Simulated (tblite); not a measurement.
Species: C₁₃H₈FN.
SMILES with atom numbers: `[F:1][c:2]1[cH:3][cH:4][c:5]2[cH:6][c:7]3[cH:8][cH:9][cH:10][cH:11][c:12]3[n:13][c:14]2[cH:15]1` (hydrogens: H16 on C3; H17 on C4; H18 on C6; H19 on C8; H20 on C9; H21 on C10; H22 on C11; H23 on C15)

Computed geometry: GFN2-xTB, gas phase.

Problem. List the bond lengths and angles at this level.

Solution. 
```json
{"bond": "F1–C2", "length (Å)": "1.349"}
{"bond": "C2–C3", "length (Å)": "1.410"}
{"bond": "C3–C4", "length (Å)": "1.360"}
{"bond": "C4–C5", "length (Å)": "1.417"}
{"bond": "C5–C6", "length (Å)": "1.392"}
{"bond": "C6–C7", "length (Å)": "1.393"}
{"bond": "C7–C8", "length (Å)": "1.417"}
{"bond": "C8–C9", "length (Å)": "1.361"}
{"bond": "C9–C10", "length (Å)": "1.412"}
{"bond": "C10–C11", "length (Å)": "1.361"}
{"bond": "C11–C12", "length (Å)": "1.418"}
{"bond": "C12–N13", "length (Å)": "1.329"}
{"bond": "N13–C14", "length (Å)": "1.327"}
{"bond": "C14–C15", "length (Å)": "1.418"}
{"bond": "C2–C15", "length (Å)": "1.359"}
{"bond": "C5–C14", "length (Å)": "1.436"}
{"bond": "C7–C12", "length (Å)": "1.435"}
{"bond": "C3–H16", "length (Å)": "1.079"}
{"bond": "C4–H17", "length (Å)": "1.080"}
{"bond": "C6–H18", "length (Å)": "1.083"}
{"bond": "C8–H19", "length (Å)": "1.081"}
{"bond": "C9–H20", "length (Å)": "1.080"}
{"bond": "C10–H21", "length (Å)": "1.080"}
{"bond": "C11–H22", "length (Å)": "1.078"}
{"bond": "C15–H23", "length (Å)": "1.077"}
```

A selection of angles:
```json
{"angle": "F1–C2–C3", "degrees": "117.4"}
{"angle": "F1–C2–C15", "degrees": "119.8"}
{"angle": "C3–C2–C15", "degrees": "122.9"}
{"angle": "C2–C3–C4", "degrees": "119.2"}
{"angle": "C2–C3–H16", "degrees": "118.8"}
{"angle": "C4–C3–H16", "degrees": "122.0"}
{"angle": "C3–C4–C5", "degrees": "120.8"}
{"angle": "C3–C4–H17", "degrees": "120.7"}
{"angle": "C5–C4–H17", "degrees": "118.5"}
{"angle": "C4–C5–C6", "degrees": "123.1"}
{"angle": "C4–C5–C14", "degrees": "119.2"}
{"angle": "C6–C5–C14", "degrees": "117.7"}
{"angle": "C5–C6–C7", "degrees": "119.9"}
{"angle": "C5–C6–H18", "degrees": "120.0"}
{"angle": "C7–C6–H18", "degrees": "120.1"}
{"angle": "C6–C7–C8", "degrees": "123.3"}
{"angle": "C6–C7–C12", "degrees": "117.7"}
{"angle": "C8–C7–C12", "degrees": "119.0"}
{"angle": "C7–C8–C9", "degrees": "120.5"}
{"angle": "C7–C8–H19", "degrees": "118.5"}
{"angle": "C9–C8–H19", "degrees": "121.1"}
{"angle": "C8–C9–C10", "degrees": "120.6"}
{"angle": "C8–C9–H20", "degrees": "120.4"}
{"angle": "C10–C9–H20", "degrees": "119.1"}
{"angle": "C9–C10–C11", "degrees": "120.8"}
{"angle": "C9–C10–H21", "degrees": "118.9"}
{"angle": "C11–C10–H21", "degrees": "120.3"}
{"angle": "C10–C11–C12", "degrees": "120.5"}
{"angle": "C10–C11–H22", "degrees": "122.0"}
{"angle": "C12–C11–H22", "degrees": "117.5"}
{"angle": "C11–C12–N13", "degrees": "118.7"}
{"angle": "C7–C12–C11", "degrees": "118.7"}
{"angle": "C7–C12–N13", "degrees": "122.7"}
{"angle": "C12–N13–C14", "degrees": "119.4"}
{"angle": "N13–C14–C15", "degrees": "118.5"}
{"angle": "C5–C14–N13", "degrees": "122.6"}
{"angle": "C5–C14–C15", "degrees": "118.8"}
{"angle": "C14–C15–H23", "degrees": "119.1"}
{"angle": "C2–C15–C14", "degrees": "119.1"}
{"angle": "C2–C15–H23", "degrees": "121.8"}
```

The 6-membered ring C5–C6–C7–C12–N13–C14 has internal angles of 117.7° to 122.7° (sum 720°, against 720° for a flat polygon); it is planar, 0.00 Å rms from its mean plane, widest ring torsion 0°. The 15 heavy atoms lie in one plane (0.001 Å rms). The 14 C–C bonds span 1.359 Å (C2–C15, aromatic) to 1.436 Å (C5–C14, aromatic), a spread of 0.077 Å. Of the pairs four or more bonds apart, H17···H18 is among the closest relative to their van der Waals radii: 2.50 Å, 104 % of the sum of Bondi's values. The 6-membered ring C7–C8–C9–C10–C11–C12 has internal angles of 118.7° to 120.8° (sum 720°, against 720° for a flat polygon); it is planar, 0.00 Å rms from its mean plane, widest ring torsion 0°. The 6-membered ring C2–C3–C4–C5–C14–C15 has internal angles of 118.8° to 122.9° (sum 720°, against 720° for a flat polygon); it is planar, 0.00 Å rms from its mean plane, widest ring torsion 0°.

Point group: Cs (every atom within 0.08 Å of its image). Its GFN2-xTB frequencies are all real (lowest 68 cm⁻¹).
